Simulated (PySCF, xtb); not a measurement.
CH3F3O3Si, SMILES O[Si](O)(O)C(F)(F)F. One conformer was computed; it need not be the lowest.

Harmonic wavenumbers (cm⁻¹) from GFN2-xTB (xtb) at its own minimum, in rising order: 29, 114, 114, 214, 215, 238, 276, 276, 285, 306, 307, 424, 467, 467, 651, 797, 801, 802, 851, 997, 998, 1029, 1030, 1160, 3659, 3660, 3664.

What does PBE0-D3(BJ)/def2-SVP in PySCF give at its own minimum? (An estimate is asked for; the answer gives what the named calculation found.)

43, 72, 72, 174, 174, 227, 271, 281, 281, 346, 346, 481, 536, 536, 744, 772, 772, 784, 839, 1012, 1012, 1178, 1178, 1287, 3939, 3939, 3941. Paired by order, the mean absolute difference is 72 cm⁻¹ and the zero-point energies are 34.1 and 36.1 kcal/mol.
